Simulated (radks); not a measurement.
Values are calculated unless marked as measured or tabulated.
Lu+, configuration [Kr] 4d10 4f14 5p6 6s2 5d2 (not the ground configuration). Code: a radial shooting solver on a logarithmic mesh with Libxc functionals. Model: scalar-relativistic Kohn-Sham, revPBE, spin-unpolarised, spherical densities, finite nucleus; Fermi nuclear charge, rms radius 5.37 fm.

Unscreened Slater integrals over Kohn-Sham orbitals (cm^-1). Empty in this configuration: 5s.

F0(5d,5d): 96208
F2(5d,5d): 49148
F4(5d,5d): 32102
F0(5d,6s): 73793
G2(5d,6s): 22016
F0(5d,4f): 125120
F2(5d,4f): 29159
F4(5d,4f): 13936
G1(5d,4f): 13180
G3(5d,4f): 10694
G5(5d,4f): 8142.7
F0(5d,5p): 113640
F2(5d,5p): 53346
G1(5d,5p): 61818
G3(5d,5p): 37948
F0(5d,5s): 117890
G2(5d,5s): 38172
F0(6s,6s): 64303
F0(6s,4f): 84020
G3(6s,4f): 2936.8
F0(6s,5p): 79596
G1(6s,5p): 6423.2
F0(6s,5s): 80931
G0(6s,5s): 3491.8
F0(4f,4f): 292020
F2(4f,4f): 137900
F4(4f,4f): 86334
F6(4f,4f): 62059
F0(4f,5p): 177920
F2(4f,5p): 59281
G2(4f,5p): 29487
G4(4f,5p): 23000
F0(4f,5s): 200900
G3(4f,5s): 35579
F0(5p,5p): 147120
F2(5p,5p): 79321
F0(5p,5s): 157680
G1(5p,5s): 105100
F0(5s,5s): 171600

Derived for the open shells (J is the average intra-shell exchange parameter used in DFT+U). 5d: Racah B = F2/49 - 5 F4/441 = 639.0 cm^-1, C = 35 F4/441 = 2548 cm^-1, C/B = 3.99, F4/F2 = 0.653, J = (F2 + F4)/14 = 5804 cm^-1.
